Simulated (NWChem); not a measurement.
System: CrNH₂O₂Cl; SMILES [NH2][Cr](=[O])(=[O])[Cl]

```xyz
7

Cr     0.0807    -0.3174    -0.0003
O      0.8232    -0.7517     1.2686
O      0.8120    -0.7521    -1.2757
Cl    -0.1162     1.8210     0.0003
N     -1.5099    -1.0646     0.0068
H     -1.9669    -1.3759     0.8607
H     -1.9744    -1.3763    -0.8429
```
Atoms are numbered in this order, from 1.

STO-3G and 3-21G are far too small for this property and stand as cheap habits. Coordinates come from a PBE0/def2-SVP optimisation.

Question: Give the principal values of the shielding tensors (ppm) of Cr1, O2, Cl4, N5 from Hartree-Fock/STO-3G, GIAO (NWChem), with their diamagnetic and paramagnetic parts as GIAO splits them.

Answer: 
| atom | σ11 | σ22 | σ33 | isotropic | diamagnetic | paramagnetic |
|---|---|---|---|---|---|---|
| Cr1 | -5135.1 | -3645.5 | -1093.2 | -3291.3 | 1791.2 | -5082.5 |
| O2 | -5514.9 | -884.2 | 620.4 | -1926.2 | 396.0 | -2322.2 |
| Cl4 | 911.2 | 1150.1 | 1188.0 | 1083.1 | 1130.6 | -47.5 |
| N5 | -114.3 | 257.4 | 335.1 | 159.4 | 315.2 | -155.7 |
